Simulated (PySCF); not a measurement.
Input of a run (PBE0-D3(BJ)/def2-SVP geometry optimisation, gas phase (PySCF 2.14.0)), started from GFN2-xTB:
```
{"job": {"xc": "PBE0", "basis": "def2-SVP", "d3": "d3bj", "grid": 1, "shake": 0.01, "kind": "geom"}, "charge": 0, "multiplicity": 1}
C      4.075210    -0.304040     0.022550
C      2.634250     0.009280     0.043210
C      1.443150     0.276610     0.058630
Si    -0.318030     0.591160     0.090170
N     -1.438110    -0.733170    -0.152790
C     -1.609950    -1.284010    -1.462010
C     -1.605510    -1.710050     0.899400
C     -0.969900     2.038850     1.106950
C     -0.978850     2.291660    -0.390720
H      4.312850    -0.940830     0.855630
H      4.617640     0.641820     0.116960
H      4.323600    -0.765230    -0.913470
H     -1.548010    -0.492310    -2.214440
H     -0.873570    -2.057870    -1.671490
H     -2.601750    -1.754450    -1.537130
H     -2.607090    -2.146070     0.815770
H     -0.865340    -2.498490     0.840850
H     -1.544920    -1.222010     1.876730
H     -0.290700     2.621300     1.685250
H     -1.985580     2.014870     1.581070
H     -1.964380     2.412580    -0.876950
H     -0.270120     3.014740    -0.760690
```

Output (energies in Eh, forces in Eh/bohr):
```
step   0  E = -617.90394104  max force = 0.034531
step   1  E = -617.91066035  max force = 0.004429
step   2  E = -617.91129098  max force = 0.002273
step   3  E = -617.91156727  max force = 0.001830
step   4  E = -617.91167819  max force = 0.001206
step   5  E = -617.91175564  max force = 0.001167
step   6  E = -617.91178992  max force = 0.000741
step   7  E = -617.91181096  max force = 0.000633
step   8  E = -617.91182680  max force = 0.000529
step   9  E = -617.91184192  max force = 0.000523
step  10  E = -617.91185303  max force = 0.000518
step  11  E = -617.91185971  max force = 0.000409
optimisation converged
```

Problem. Summarise the run.

Solution. The energy falls by 5.0 kcal/mol over 12 energy and gradient evaluations, the largest force component goes from 0.0345 to 4.1e-04 Eh/bohr, and the atoms move by 0.093 Å rms after alignment. Among the bonds, Si4–C8 and Si4–C9 change most and about equally (-0.040 to -0.039 Å). Bonds longer at the end by more than 0.005 Å: 14 of 22; shorter: 6. Among the angles that change most is H10–C1–H12, from 111.7° to 107.9°. Among the dihedrals that turn most is Si4–N5–C6–H15, from -155° to -141°. The energy never rose by more than 1e-6 Eh on the way. The first step brought 85 % of the lowering.

Problem. What are the final bond lengths?

Solution. C1–C2 1.451 Å, C2≡C3 1.220 Å, C3–Si4 1.817 Å, Si4–N5 1.723 Å, N5–C6 1.442 Å, N5–C7 1.442 Å, Si4–C8 1.847 Å, C8–C9 1.554 Å, Si4–C9 1.847 Å, C1–H10 1.101 Å, C1–H11 1.101 Å, C1–H12 1.101 Å, C6–H13 1.100 Å, C6–H14 1.109 Å, C6–H15 1.106 Å, C7–H16 1.106 Å, C7–H17 1.109 Å, C7–H18 1.100 Å, C8–H19 1.096 Å, C8–H20 1.096 Å, C9–H21 1.096 Å, C9–H22 1.095 Å. Numbering counts from 1 in the input's order; the species is `CC#C[Si]1(N(C)C)CC1`.

The run used 195 basis functions and 80 SCF cycles in all. Time: 4.2 min of wall time; peak memory 0.88 GiB. Hardware: one thread of an Arm Neoverse V1, shared host with 32 logical CPUs at a one-minute load of 14.

Whether it is a minimum is left open (no frequencies). The numbers are those of one conformer.
